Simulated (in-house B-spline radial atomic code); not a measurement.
A run on an ion of nuclear charge 19 with 19.7 electrons that did not converge. Method: scalar-relativistic (X2C) r2SCAN0, spin-polarised, spherical fractional occupations, Fermi nucleus of rms radius 3.4349 fm; computed with a B-spline radial code for spherical atoms.

Command:
```bash
python run_scf.py task.json out
```
Settings (nuclear radius in fm, mass in u):
```
Z                19
configuration    [Ar] 4s1.7
hamiltonian      x2c
method           r2scan0
spin_polarised   True
nucleus          fermi
rms_radius       3.4349
atomic_mass      38.96371
speed_of_light   137.035999084
```

First and last ten iterations of the last attempt (damped for 15 steps, keeping 80 % of the old Fock matrix, then DIIS):
```
 iter        energy (Eh)    residual
    1        -602.208061    3.39e-02
    2        -602.170664    3.92e-02
    3        -602.211898    2.45e-03
    4        -602.212090    1.63e-03
    5        -602.212172    1.26e-03
    6        -601.952580    1.13e-01
    7        -602.211538    2.26e-03
    8        -602.211787    1.74e-03
    9        -602.211956    1.34e-03
   10        -602.212073    1.03e-03
  111        -601.985925    1.33e-01
  112        -601.985913    1.33e-01
  113        -601.985905    1.33e-01
  114        -601.985896    1.33e-01
  115        -400.118276    1.25e+00
  116        -406.808631    8.99e-01
  117        -501.852061    1.43e+00
  118        -565.197719    1.24e+00
  119        -412.869110    1.21e+00
  120        -565.990877    1.10e+00
 not converged after 120 iterations
```

The smallest residual met was 1.8e-05; the threshold is about 2e-07. No energy from this run should be used. The likely cause: this method binds the added charge weakly or not at all at the basis-set limit, so charge moves back and forth between the atom and the box. Cost of the run: 1.9 s on 1 thread of Intel(R) Xeon(R) 6975P-C (shared host).
